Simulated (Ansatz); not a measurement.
`C[CH2][AlH][O][SiH3]` + `FCCCl` → `F[CH2][AlH][O][SiH3]` + `CCCCl`  (formal exchange of groups at the Al–C bond)

Computed with Ansatz on PBE0-D4/def2-TZVP structures; ΔE is electronic, products minus reactants. CCSD(T)/CBS adds triple-zeta CCSD(T) − MP2 to the extrapolated MP2 energy (def2 sets, frozen cores). This one scheme is used for every species. Each species was taken in one conformer, which may not be the lowest.

```
               species  MP2/def2-TZVPP energy (Eh)
`C[CH2][AlH][O][SiH3]`                  -687.67265
               `FCCCl`                  -637.86819
`F[CH2][AlH][O][SiH3]`                  -747.57055
               `CCCCl`                  -577.96315
```

(1) Work out ΔE.

Largest T1 diagnostic among the species: 0.012.

## Answers

(1) ΔE = (-747.57055) + (-577.96315) − (-687.67265) − (-637.86819) = 0.00714 Eh = +18.7 kJ/mol. CCSD(T)/CBS gives +17.1 kJ/mol.
